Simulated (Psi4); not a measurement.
Input file for Psi4: SAPT0/jun-cc-pV(D+d)Z on CH6OSi (a complex), monomers drawn apart or pushed together.

```
memory 1800 MB

molecule dimer {
0 1
Si    0.02133810    0.09222757    0.17658511
H    -0.65051746   -1.10977309    0.72361901
H     0.49347010    0.92815319    1.30420815
H    -0.93864319    0.86205424   -0.64424828
H     1.17498436   -0.32248442   -0.65109182
--
0 1
C    -0.33679700   -0.64946052    6.97323794
O    -0.02262948   -0.10250236    7.99224246
H    -1.31051280   -0.46305685    6.47950929
H     0.32755962   -1.37461365    6.46401729
units angstrom
symmetry c1
no_reorient
no_com
}

set {
  basis jun-cc-pV(D+d)Z
  scf_type df
  freeze_core true
}

energy('sapt0')
```

The log:

```
[...]
==> Input File <==

--------------------------------------------------------------------------
memory 1800 MB

molecule dimer {
0 1
Si    0.02133810    0.09222757    0.17658511
H    -0.65051746   -1.10977309    0.72361901
H     0.49347010    0.92815319    1.30420815
H    -0.93864319    0.86205424   -0.64424828
H     1.17498436   -0.32248442   -0.65109182
--
0 1
C    -0.33679700   -0.64946052    6.97323794
O    -0.02262948   -0.10250236    7.99224246
H    -1.31051280   -0.46305685    6.47950929
H     0.32755962   -1.37461365    6.46401729
units angstrom
symmetry c1
no_reorient
no_com
}

set {
  basis jun-cc-pV(D+d)Z
  scf_type df
  freeze_core true
}

energy('sapt0')
--------------------------------------------------------------------------


   => Loading Basis Set <=

    Name: JUN-CC-PV(D+D)Z
    Role: ORBITAL
    Keyword: BASIS
    atoms 1        entry SI         line   566 file jun-cc-pv_dpd_z.gbs
    atoms 2-5, 8-9 entry H          line    60 file jun-cc-pv_dpd_z.gbs
    atoms 6        entry C          line   188 file jun-cc-pv_dpd_z.gbs
    atoms 7        entry O          line   256 file jun-cc-pv_dpd_z.gbs

   => Loading Basis Set <=

    Name: JUN-CC-PV(D+D)Z
    Role: ORBITAL
    Keyword: BASIS
    atoms 1        entry SI         line   566 file jun-cc-pv_dpd_z.gbs
    atoms 2-5, 8-9 entry H          line    60 file jun-cc-pv_dpd_z.gbs
    atoms 6        entry C          line   188 file jun-cc-pv_dpd_z.gbs
    atoms 7        entry O          line   256 file jun-cc-pv_dpd_z.gbs


  //>>>>>>>>>>>>>>>>>>>>>>>>>>>>>>>>>>>//
  //              Dimer HF             //
  //<<<<<<<<<<<<<<<<<<<<<<<<<<<<<<<<<<<//

   => Libint2 <=

    Primary   basis highest AM E, G, H:  7, 6, 3
    Auxiliary basis highest AM E, G, H:  7, 7, 4
    Onebody   basis highest AM E, G, H:  -, -, -
    Solid Harmonics ordering:            Gaussian


   => Loading Basis Set <=

    Name: JUN-CC-PV(D+D)Z
    Role: ORBITAL
    Keyword: BASIS
    atoms 1        entry SI         line   566 file jun-cc-pv_dpd_z.gbs
    atoms 2-5, 8-9 entry H          line    60 file jun-cc-pv_dpd_z.gbs
    atoms 6        entry C          line   188 file jun-cc-pv_dpd_z.gbs
    atoms 7        entry O          line   256 file jun-cc-pv_dpd_z.gbs


         ---------------------------------------------------------
                                   SCF
               by Justin Turney, Rob Parrish, Andy Simmonett
                          and Daniel G. A. Smith
                              RHF Reference
                        1 Threads,   1716 MiB Core
         ---------------------------------------------------------

  ==> Geometry <==

    Molecular point group: c1
    Full point group: C1

    Geometry (in Angstrom), charge = 0, multiplicity = 1:

       Center              X                  Y                   Z               Mass
    ------------   -----------------  -----------------  -----------------  -----------------
         SI           0.021338100000     0.092227570000     0.176585110000    27.976926534650
         H           -0.650517460000    -1.109773090000     0.723619010000     1.007825032230
         H            0.493470100000     0.928153190000     1.304208150000     1.007825032230
         H           -0.938643190000     0.862054240000    -0.644248280000     1.007825032230
         H            1.174984360000    -0.322484420000    -0.651091820000     1.007825032230
         C           -0.336797000000    -0.649460520000     6.973237940000    12.000000000000
         O           -0.022629480000    -0.102502360000     7.992242460000    15.994914619570
         H           -1.310512800000    -0.463056850000     6.479509290000     1.007825032230
         H            0.327559620000    -1.374613650000     6.464017290000     1.007825032230

  Running in c1 symmetry.

  Rotational constants: A =      1.38155  B =      0.00990  C =      0.00988 [cm^-1]
  Rotational constants: A =  41417.91410  B =    296.78270  C =    296.31299 [MHz]
  Nuclear repulsion =   73.781562901339086

  Charge       = 0
  Multiplicity = 1
  Electrons    = 34
  Nalpha       = 17
  Nbeta        = 17

  ==> Algorithm <==

  SCF Algorithm Type is DF.
  DIIS enabled.
  MOM disabled.
  Fractional occupation disabled.
  Guess Type is SAD.
  Energy threshold   = 1.00e-08
  Density threshold  = 1.00e-08
  Integral threshold = 1.00e-12

  ==> Primary Basis <==

  Basis Set: JUN-CC-PV(D+D)Z
    Blend: JUN-CC-PV(D+D)Z
    Number of shells: 45
    Number of basis functions: 93
    Number of Cartesian functions: 97
    Spherical Harmonics?: true
    Max angular momentum: 2

   => Loading Basis Set <=

    Name: (JUN-CC-PV(D+D)Z AUX)
    Role: JKFIT
    Keyword: DF_BASIS_SCF
    atoms 1        entry SI         line   506 file jun-cc-pvdz-jkfit.gbs
    atoms 2-5, 8-9 entry H          line    70 file jun-cc-pvdz-jkfit.gbs
    atoms 6        entry C          line   146 file jun-cc-pvdz-jkfit.gbs
    atoms 7        entry O          line   258 file jun-cc-pvdz-jkfit.gbs

  ==> 
[...]
2.742566    76A      2.821790    77A      2.828597
      78A      2.831194    79A      3.036308    80A      3.172931
      81A      3.427477    82A      3.750626    83A      3.928943
      84A      4.622290    85A      6.638940    86A      6.639239
      87A      6.709537    88A      6.709685    89A      6.710034
      90A     14.130423    91A     14.136966    92A     14.141061
      93A    103.587770

    Final Occupation by Irrep:
              A
    DOCC [     8 ]
    NA   [     8 ]
    NB   [     8 ]

  @DF-RHF Final Energy:  -113.88294442442077

   => Energetics <=

    Nuclear Repulsion Energy =             31.4041959136133180
    One-Electron Energy =                -217.4434945003712869
    Two-Electron Energy =                  72.1563541623372089
    Total Energy =                       -113.8829444244207707

Computation Completed


Properties will be evaluated at   0.000000,   0.000000,   0.000000 [a0]

Properties computed using the SCF density matrix


 Multipole Moments:

 ------------------------------------------------------------------------------------
     Multipole            Electronic (a.u.)      Nuclear  (a.u.)        Total (a.u.)
 ------------------------------------------------------------------------------------

 L = 1.  Multiply by 2.5417464519 to convert [e a0] to [Debye]
 Dipole X            :          5.7194764           -6.0183450           -0.2988686
 Dipole Y            :         11.8657802          -12.3861201           -0.5203399
 Dipole Z            :       -225.3192056          224.3499748           -0.9692308
 Magnitude           :                                                    1.1399493

 ------------------------------------------------------------------------------------

  Constructing Basis Sets for SAPT...

   => Loading Basis Set <=

    Name: (JUN-CC-PV(D+D)Z AUX)
    Role: RIFIT
    Keyword: DF_BASIS_SAPT
    atoms 1        entry SI         line   376 file jun-cc-pvdz-ri.gbs
    atoms 2-5, 8-9 entry H          line    30 file jun-cc-pvdz-ri.gbs
    atoms 6        entry C          line   100 file jun-cc-pvdz-ri.gbs
    atoms 7        entry O          line   188 file jun-cc-pvdz-ri.gbs

   => Loading Basis Set <=

    Name: (JUN-CC-PV(D+D)Z AUX)
    Role: JKFIT
    Keyword: DF_BASIS_ELST
    atoms 1        entry SI         line   506 file jun-cc-pvdz-jkfit.gbs
    atoms 2-5, 8-9 entry H          line    70 file jun-cc-pvdz-jkfit.gbs
    atoms 6        entry C          line   146 file jun-cc-pvdz-jkfit.gbs
    atoms 7        entry O          line   258 file jun-cc-pvdz-jkfit.gbs


  //>>>>>>>>>>>>>>>>>>>>>>>>>>>>>>>>>>>//
  //               SAPT0               //
  //<<<<<<<<<<<<<<<<<<<<<<<<<<<<<<<<<<<//



        SAPT0
    Ed Hohenstein
     6 June 2009

      Orbital Information
  --------------------------
    NSO        =        93
    NMO        =        93
    NRI        =       299
    NRI (Elst) =       417
    NOCC A     =         9
    NOCC B     =         8
    FOCC A     =         5
    FOCC B     =         2
    NVIR A     =        84
    NVIR B     =        85

    Elst10,r            =    -0.000007160080 [Eh]
    Exch10              =     0.000000051404 [Eh]
    Exch10 (S^2)        =     0.000000051404 [Eh]

    Maxiter = 50
    CPHF R converge = 1.000000E-08

    Iter     Energy [mEh]          dE [mEh]         Residual      Time [s]
       1      -0.00538189       0.005381886     3.743049e-04             0
       2      -0.00653940       0.001157515     1.248365e-04             0
       3      -0.00661452       0.000075124     1.168667e-05             0
       4      -0.00659530      -0.000019222     1.250943e-06             0
       5      -0.00659652       0.000001216     1.162485e-07             0
       6      -0.00659647      -0.000000052     1.807106e-08             0
       7      -0.00659647       0.000000004     1.375453e-09             0

    CHF Iterations converged

    Maxiter = 50
    CPHF R converge = 1.000000E-08

    Iter     Energy [mEh]          dE [mEh]         Residual      Time [s]
       1      -0.00000412       0.000004119     1.427455e-05             0
       2      -0.00000423       0.000000113     5.135774e-06             0
       3      -0.00000453       0.000000297     2.025979e-06             0
       4      -0.00000455       0.000000024     7.309017e-07             0
       5      -0.00000453      -0.000000024     1.949069e-07             0
       6      -0.00000453       0.000000002     5.082313e-08             0
       7      -0.00000453       0.000000001     9.460634e-09             0

    CHF Iterations converged

    Ind20,r (A<-B)      =    -0.000006596472 [Eh]
    Ind20,r (B<-A)      =    -0.000000004533 [Eh]
    Ind20,r             =    -0.000006601005 [Eh]
    Exch-Ind20,r (A<-B) =     0.000000017820 [Eh]
    Exch-Ind20,r (B<-A) =     0.000000000975 [Eh]
    Exch-Ind20,r        =     0.000000018795 [Eh]
    Disp20              =    -0.000033560264 [Eh]
    Disp20 (SS)         =    -0.000016780132 [Eh]
    Disp20 (OS)         =    -0.000016780132 [Eh]
    Exch-Disp20         =     0.000000008721 [Eh]
    Exch-Disp20 (SS)    =     0.000000006669 [Eh]
    Exch-Disp20 (OS)    =     0.000000002052 [Eh]

    SAPT Results
  --------------------------------------------------------------------------------------------------------
    Electrostatics                 -0.00716008 [mEh]      -0.00449302 [kcal/mol]      -0.01879879 [kJ/mol]
      Elst10,r                     -0.00716008 [mEh]      -0.00449302 [kcal/mol]      -0.01879879 [kJ/mol]

    Exchange                        0.00005140 [mEh]       0.00003226 [kcal/mol]       0.00013496 [kJ/mol]
      Exch10                        0.00005140 [mEh]       0.00003226 [kcal/mol]       0.00013496 [kJ/mol]
      Exch10(S^2)                   0.00005140 [mEh]       0.00003226 [kcal/mol]       0.00013496 [kJ/mol]

    Induction                      -0.00660014 [mEh]      -0.00414165 [kcal/mol]      -0.01732867 [kJ/mol]
      Ind20,r                      -0.00660100 [mEh]      -0.00414219 [kcal/mol]      -0.01733094 [kJ/mol]
      Exch-Ind20,r                  0.00001879 [mEh]       0.00001179 [kcal/mol]       0.00004935 [kJ/mol]
      delta HF,r (2)               -0.00001793 [mEh]      -0.00001125 [kcal/mol]      -0.00004708 [kJ/mol]

    Dispersion                     -0.03355154 [mEh]      -0.02105391 [kcal/mol]      -0.08808957 [kJ/mol]
      Disp20                       -0.03356026 [mEh]      -0.02105938 [kcal/mol]      -0.08811246 [kJ/mol]
      Exch-Disp20                   0.00000872 [mEh]       0.00000547 [kcal/mol]       0.00002290 [kJ/mol]
      Disp20 (SS)                  -0.01678013 [mEh]      -0.01052969 [kcal/mol]      -0.04405623 [kJ/mol]
      Disp20 (OS)                  -0.01678013 [mEh]      -0.01052969 [kcal/mol]      -0.04405623 [kJ/mol]
      Exch-Disp20 (SS)              0.00000667 [mEh]       0.00000418 [kcal/mol]       0.00001751 [kJ/mol]
      Exch-Disp20 (OS)              0.00000205 [mEh]       0.00000129 [kcal/mol]       0.00000539 [kJ/mol]

  Total HF                         -0.01370882 [mEh]      -0.00860241 [kcal/mol]      -0.03599250 [kJ/mol]
  Total SAPT0                      -0.04726036 [mEh]      -0.02965633 [kcal/mol]      -0.12408207 [kJ/mol]

  Special recipe for scaled SAPT0 (see Manual):
    Electrostatics sSAPT0          -0.00716008 [mEh]      -0.00449302 [kcal/mol]      -0.01879879 [kJ/mol]
    Exchange sSAPT0                 0.00005140 [mEh]       0.00003226 [kcal/mol]       0.00013496 [kJ/mol]
    Induction sSAPT0               -0.00660014 [mEh]      -0.00414165 [kcal/mol]      -0.01732867 [kJ/mol]
    Dispersion sSAPT0              -0.03355154 [mEh]      -0.02105391 [kcal/mol]      -0.08808957 [kJ/mol]
  Total sSAPT0                     -0.04726036 [mEh]      -0.02965633 [kcal/mol]      -0.12408207 [kJ/mol]
  --------------------------------------------------------------------------------------------------------



*** Psi4 exiting successfully. Buy a developer a beer!
```

The run finished.

Cost: about 8 core-seconds (a rough figure).
